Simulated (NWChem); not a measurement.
Everything below was run with NWChem. System: F3Sb, charge 0, spin multiplicity 1, at a geometry optimised with PBE/def2-SVP with def2 effective core potentials on Sb. The structure started from a generated list of species. Level: CCSD(T)/def2-SVP with def2 effective core potentials on Sb, 7 core orbitals frozen.

Input file:

```
start mol
memory heap 100 mb stack 700 mb global 1900 mb
geometry units angstroms nocenter noautoz
  Sb     0.003667     0.347336     0.000000
  F     -0.838987    -0.647300     1.441241
  F     -0.838987    -0.647300    -1.441241
  F      1.657197    -0.673638     0.000000
  symmetry group Cs
end
basis spherical
  * library def2-svp
end
ecp
  Sb library def2-ecp
end
scf
  rhf
  nopen 0
  maxiter 100
  thresh 1e-7
  semidirect memsize 60000000 filesize 0
end
tce
  freeze core 7
  ccsd(t)
  2eorb
  2emet 13
  thresh 1e-6
  maxiter 100
  tilesize 24
end
task tce energy
```

Part of the output:

```
             Northwest Computational Chemistry Package (NWChem) 7.3.0
             --------------------------------------------------------

                                NWChem Input Module
                                -------------------

 Scaling coordinates for geometry "geometry" by  1.889725989
 (inverse scale =  0.529177249)

 Turning off AUTOSYM since
 SYMMETRY directive was detected!

                             Geometry "geometry" -> ""
                             -------------------------

 Output coordinates in angstroms (scale by  1.889725989 to convert to a.u.)

  No.       Tag          Charge          X              Y              Z
 ---- ---------------- ---------- -------------- -------------- --------------
    1 Sb                  51.0000     0.00366700     0.34733600     0.00000000
    2 F                    9.0000    -0.83898700    -0.64730000     1.44124100
    3 F                    9.0000    -0.83898700    -0.64730000    -1.44124100
    4 F                    9.0000     1.65719700    -0.67363800     0.00000000

 Effective nuclear repulsion energy (a.u.)     419.5731699038

            Nuclear Dipole moment (a.u.)
            ----------------------------
        X                 Y               Z
 ---------------- ---------------- ----------------
     0.0000453534    -0.0000113384     0.0000000000

      Symmetry information
      --------------------

 Group name             Cs
 Group number              2
 Group order               2
 No. of unique centers     3

      Symmetry unique atoms

     1    2    4


 Summary of "ao basis" -> "" (spherical)
 ------------------------------------------------------------------------------
       Tag                 Description            Shells   Functions and Types
 ---------------- ------------------------------  ------  ---------------------
 *                          def2-svp                  on all atoms

 Summary of "ao basis" -> "ao basis" (spherical)
 ------------------------------------------------------------------------------
       Tag                 Description            Shells   Functions and Types
 ---------------- ------------------------------  ------  ---------------------
 Sb                         def2-svp                10       26   4s4p2d
 F                          def2-svp                 6       14   3s2p1d

                                 NWChem SCF Module
                                 -----------------

  ao basis        = "ao basis"
  functions       =    68
  atoms           =     4
  closed shells   =    25
  open shells     =     0
  charge          =   0.00
  wavefunction    = RHF
  use symmetry    = T
  symmetry adapt  = T

 Summary of "ao basis" -> "ao basis" (spherical)
 ------------------------------------------------------------------------------
       Tag                 Description            Shells   Functions and Types
 ---------------- ------------------------------  ------  ---------------------
 Sb                         def2-svp                10       26   4s4p2d
 F                          def2-svp                 6       14   3s2p1d

      Symmetry analysis of basis
      --------------------------

        a'         42
        a"         26

 Forming initial guess at       0.1s

      Superposition of Atomic Density Guess
      -------------------------------------

 Sum of atomic energies:        -575.48984846

      Non-variational initial energy
      ------------------------------

 Total energy =    -536.945835
[...]
         421.153308880825           1.503361231856           0.000000000000
           1.503361231856         563.688565051863           0.000000000000
           0.000000000000           0.000000000000         421.142040179901

  Mulliken analysis of the total density
  --------------------------------------

    Atom       Charge   Shell Charges
 -----------   ------   -------------------------------------------------------
    1 Sb  23    21.31   2.11 -0.08  1.27  0.44  2.98  3.03  1.00  0.31  9.85  0.40
    2 F    9     9.56   1.99  1.11  0.86  3.30  2.29  0.00
    3 F    9     9.56   1.99  1.11  0.86  3.30  2.29  0.00
    4 F    9     9.56   1.99  1.11  0.86  3.30  2.29  0.00

       Multipole analysis of the density wrt the origin
       ------------------------------------------------

     L   x y z        total         open         nuclear
     -   - - -        -----         ----         -------
     0   0 0 0     -0.000000      0.000000     50.000000

     1   1 0 0      0.019428      0.000000     -0.193984
     1   0 1 0      1.840267      0.000000    -18.378368
     1   0 0 1     -0.000000      0.000000      0.000000

     2   2 0 0    -32.370681      0.000000    133.512137
     2   1 1 0      0.032821      0.000000     -0.865948
     2   1 0 1      0.000000      0.000000      0.000000
     2   0 2 0    -29.258712      0.000000     51.426245
     2   0 1 1      0.000000      0.000000      0.000000
     2   0 0 2    -32.370904      0.000000    133.519099

                   NWChem Extensible Many-Electron Theory Module
                   ---------------------------------------------


            General Information
            -------------------
      Number of processors :     1
         Wavefunction type : Restricted Hartree-Fock
          No. of electrons :    50
           Alpha electrons :    25
            Beta electrons :    25
           No. of orbitals :   136
            Alpha orbitals :    68
             Beta orbitals :    68
        Alpha frozen cores :     7
         Beta frozen cores :     7
     Alpha frozen virtuals :     0
      Beta frozen virtuals :     0
         Spin multiplicity : singlet
    Number of AO functions :    68
       Number of AO shells :    28
        Use of symmetry is : on
      Symmetry adaption is : on
         Schwarz screening : 0.10D-09

          Correlation Information
          -----------------------
          Calculation type : Coupled-cluster singles & doubles w/ perturbation
   Perturbative correction : (T)
            Max iterations :      100
        Residual threshold : 0.10D-05
     T(0) DIIS level shift : 0.00D+00
     L(0) DIIS level shift : 0.00D+00
     T(1) DIIS level shift : 0.00D+00
     L(1) DIIS level shift : 0.00D+00
     T(R) DIIS level shift : 0.00D+00
     T(I) DIIS level shift : 0.00D+00
   CC-T/L Amplitude update :  5-th order DIIS
                I/O scheme : Global Array Library
        L-threshold :  0.10D-05
        EOM-threshold :  0.10D-05
 no EOMCCSD initial starts read in
 TCE RESTART OPTIONS
 SLICE:      F
 D4D5:       F
 quantumc:   F
 qrotation:  F
 pwtce:      F
 qducc:      F
 nacto:                         0
 nrotv:                         0
 nrot:                          0

            Memory Information
            ------------------
          Available GA space size is     249032176 doubles
          Available MA space size is     104848908 doubles

 Maximum block size supplied by input
 Maximum block size        24 doubles

 tile_dim =     17

 -------------------------------------------------
   1    alpha     a'    11 doubles       0       1
   2    alpha     a"     7 doubles      11       2
   3    beta      a'    11 doubles      18       1
   4    beta      a"     7 doubles      29       2
   5    alpha     a'    13 doubles      36       5
   6    alpha     a'    13 doubles      49       6
   7    alpha     a"    17 doubles      62       7
   8    beta      a'    13 doubles      79       5
   9    beta      a'    13 doubles      92       6
  10    beta      a"    17 doubles     105       7

 Global array virtual files algorithm will be used

 Parallel file system coherency ......... OK

 4-electron integrals stored in orbital form

 v2    file size   =          1532316
 4-index algorithm nr.  13 is used
 imaxsize =       30
 imaxsize ichop =        0


CCSD iterations
 ---------------------------------------------------------
 Iter          Residuum       Correlation     Cpu    Wall
 ---------------------------------------------------------
    1   0.1828511059084  -0.6784844991282     0.5     0.5
    2   0.0492012607960  -0.6723899529796     0.5     0.5
    3   0.0164063702678  -0.6834497358259     0.5     0.5
    4   0.0080368965945  -0.6839078893525     0.5     0.5
    5   0.0029399906217  -0.6852482603257     0.5     0.5
    6   0.0010319948637  -0.6854267840404     0.5     0.5
    7   0.0006682758471  -0.6854656737722     0.6     0.6
    8   0.0002572323319  -0.6854848775929     0.5     0.5
    9   0.0002122058922  -0.6854839228891     0.5     0.5
   10   0.0000828787843  -0.6854959980485     0.5     0.5
   11   0.0000200374790  -0.6855002339729     0.5     0.5
   12   0.0000092065519  -0.6854999316683     0.5     0.5
   13   0.0000052545250  -0.6855004212307     0.5     0.5
   14   0.0000031826496  -0.6855001653754     0.5     0.5
   15   0.0000017824188  -0.6855002886681     0.5     0.5
   16   0.0000004274233  -0.6855002218360     0.5     0.5
 -----------------------------------------------------------------
 Iterations converged
 CCSD correlation energy / hartree =        -0.685500221836001
 CCSD total energy / hartree       =      -538.071825759861440

 Singles contributions

 Doubles contributions
 CCSD(T)
 Using plain CCSD(T) code
             total no. of tasks           74
 total no. of tasks / no. procs           74
                         wl_min       985439          10.0
                         wl_max      5000567          13.1
        thresh for no. of tasks           74

 CCSD[T]  correction energy / hartree =        -0.016062496190555
 CCSD[T] correlation energy / hartree =        -0.701562718026556
 CCSD[T] total energy / hartree       =      -538.087888256051997
 CCSD(T)  correction energy / hartree =        -0.013431114099306
 CCSD(T) correlation energy / hartree =        -0.698931335935307
 CCSD(T) total energy / hartree       =      -538.085256873960702

 Task  times  cpu:       35.5s     wall:       35.5s

 Total times  cpu:       35.5s     wall:       35.5s
```
